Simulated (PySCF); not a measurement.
## Electronic absorption of C5H6F2

Species: C5H6F2.
SMILES: `FC1=CCC[C@@H]1F`

Level of theory: TDDFT PBE0/def2-SVPD, vertical, gas phase, core orbitals frozen in the response in PySCF. One conformer (not necessarily the lowest) at the GFN2-xTB geometry, without solvent, vibrations or thermal averaging.

```tsv
state	λ (nm)	E (eV)	f	main configurations (H = HOMO, L = LUMO)
S1	180.4	6.87	0.175	H→L (83%), H→L+1 (10%)
S2	172.2	7.20	0.042	H→L+1 (86%), H→L (9%)
S3	163.2	7.60	0.028	H→L+2 (89%)
S4	160.6	7.72	0.0057	H-1→L (91%)
S5	155.8	7.96	0.013	H→L+3 (89%)
S6	153.6	8.07	0.0025	H-2→L (92%)
```

Triplets (Tamm–Dancoff): T1 4.32 eV, H→L (93%); T2 7.02 eV, H→L+1 (90%).

The lowest singlet lies at 6.87 eV (180 nm, vacuum ultraviolet) and is strong; its leading configuration is HOMO→LUMO (83%). The lowest level is also the most intense of those listed (f = 0.175). Löwdin shares by element: HOMO carbon 70% or more, fluorine 13% or more (atoms not listed hold the other 17%); LUMO carbon 66% or more, fluorine 7% or more (atoms not listed hold the other 27%). The oscillator strengths of these states sum to 0.266; summed over the whole spectrum of an exact calculation they would give the number of electrons, 54 (Thomas–Reiche–Kuhn). The listed states span 1.20 eV, and the widest gap between neighbours is 0.40 eV (S2 to S3). Orbital energies (eV): HOMO-3 -10.37, HOMO-2 -9.73, HOMO-1 -9.49, HOMO -7.57, LUMO -0.11, LUMO+1 0.76, LUMO+2 1.26. No computed singlet lies in the visible range (380 to 750 nm); the lowest, at 180 nm, stands 3.61 eV above its violet end (3.26 eV). Only the lowest 6 singlets were computed, as vertical energies without vibronic structure.

On one thread of an Arm Neoverse N1, shared host with 64 logical CPUs at a one-minute load of 56, this took 47 s wall (with the writing of density and orbital grids) and 0.79 GiB of memory at its peak.
